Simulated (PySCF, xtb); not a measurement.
Al(H)(Me)(NH2) (CH6AlN), SMILES [CH3][AlH][NH2].

GFN2-xTB run with xtb 6.7.1 at its own geometry gives an orbital gap of 4.84 eV and a dipole moment of 1.53 D.

Geometry: B3LYP-D3(BJ)/def2-TZVP. One conformer was computed; it need not be the lowest.

Problem. What does PySCF with HF/def2-TZVPD give? (Estimate from the structure and the level; the computed values follow.)

Solution. gap 12.06 eV (levels -10.76 and 1.31 eV), dipole 0.87 D.
